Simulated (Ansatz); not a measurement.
## Abstraction of Cl: CCl3F + CBrCl2 → CCl2F + CBrCl3

Species: CCl3F `FC(Cl)(Cl)Cl`, singlet; CBrCl2 `Cl[C](Cl)Br`, doublet; CCl2F (dichlorofluoromethyl radical) `F[C](Cl)Cl`, doublet; CBrCl3 (bromotrichloromethane) `ClC(Cl)(Cl)Br`, singlet. A radical takes Cl: the energy is the difference in strength between two C–Cl bonds in different surroundings.

Shapes, held fixed at every level: PBE0-D4/def2-TZVP. Programs: Ansatz 0.2.0. The zero-point and thermal change to 298 K, harmonic and unscaled (PBE0-D4/def2-TZVP), is -0.4 kJ/mol.

```tsv
level	kind	ΔH(298 K) (kJ/mol)	less CCSD(T)/def2-TZVPP
PBE-D4/def2-TZVPP	GGA	+30.4	+0.6
r2SCAN-D4/def2-TZVPP	meta-GGA	+33.1	+3.3
PBE0-D4/def2-TZVPP	global hybrid	+31.8	+2.0
wB97X-V/def2-TZVPP	range-separated hybrid	+32.2	+2.4
MP2/def2-SVP	perturbation theory	+26.8	-3.0
CCSD/def2-SVP	coupled cluster or CI	+32.5	+2.7
CCSD(T)/def2-TZVPP	coupled cluster or CI	+29.8	0.0
```

The highest level, CCSD(T)/def2-TZVPP, gives ΔH(298 K) = +29.8 kJ/mol; the levels span +26.8 to +33.1. The column of differences is taken from that level and isn't an error. No measured value is set beside it here. Open shells run unrestricted unless RO is named. Relativity is left out for Br unless named. Correlated rows may include outer-core shells of Br, which these sets cover unevenly.
